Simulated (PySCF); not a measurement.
**Assigning NMR signals**

Numbering as in the mapped SMILES `[CH3:1]/[CH:2]=[CH:3]\[SiH2:4][Si@H:5]([CH3:6])[SiH3:7]` (H(Xn): hydrogen on atom n). Ha(Si4) is pro-R; Hb(Si4) is pro-S.

[PySCF 2.14.0 with density-fitted response routines: GIAO PBE0/pcSseg-1 shieldings; GFN2-xTB structure; equivalent nuclei averaged; relativity neglected; in vacuum; a single conformation]

References, each an isolated molecule treated in the same way: 13C (σref 186.93), 1H (σref 31.72) vs TMS.

(1) Assign these signals to the numbered atoms. 13C{1H} NMR (computed): δ 155.9, 125.2, 24.4, -5.6.

(2) Assign these signals to the numbered atoms. 1H NMR (300 MHz, computed): δ 6.91 (m, 1H), 5.88 (m, 1H), 4.50 (m, 1H), 4.19 (m, 1H), 4.01 (m, 1H), 3.35 (d, 3H), 1.91 (d, 3H), 0.36 (d, 3H).

Results:

(1) 
| δ (ppm) | atoms | environment | reason |
| --- | --- | --- | --- |
| 155.9 | C2 | alkene CH | an sp2 carbon of a C=C bond |
| 125.2 | C3 | alkene CH | – |
| 24.4 | C1 | allylic methyl carbon | saturated and bonded to C and H only |
| -5.6 | C6 | methyl carbon bonded to Si | an electropositive neighbour leaves it electron-rich and shielded |

(2) 
| δ (ppm) | atoms | environment | reason |
| --- | --- | --- | --- |
| 6.91 | H(C2) | hydrogen on an alkene CH | a vinylic proton, deshielded by the sp2 carbon and the C=C anisotropy |
| 5.88 | H(C3) | hydrogen on an alkene CH | – |
| 4.50 | Hb(Si4) | hydrogen on a silicon bonded to C, Si | – |
| 4.19 | Ha(Si4) | hydrogen on a silicon bonded to C, Si | – |
| 4.01 | H(Si5) | hydrogen on a silicon bonded to C, 2 Si | – |
| 3.35 | H(Si7) | hydrogen on a silicon bonded to Si | – |
| 1.91 | H(C1) | hydrogen on an allylic methyl carbon | allylic position |
| 0.36 | H(C6) | hydrogen on a methyl carbon bonded to Si | an electropositive neighbour shields it, as in TMS itself |

Shifts are as computed. Against solution values, carbons near 30 ppm lie about +3 ppm off and those near 130 ppm about +5 ppm. Of 1211 compounds with measured shifts, 218 miss one by over three times the rms of a fit or turn the order of signals round; such compounds aren't used in these exercises. Multiplicities follow the n + 1 count of equivalent neighbours, as no J values were calculated; m marks all less simple cases, F and P coupling included.
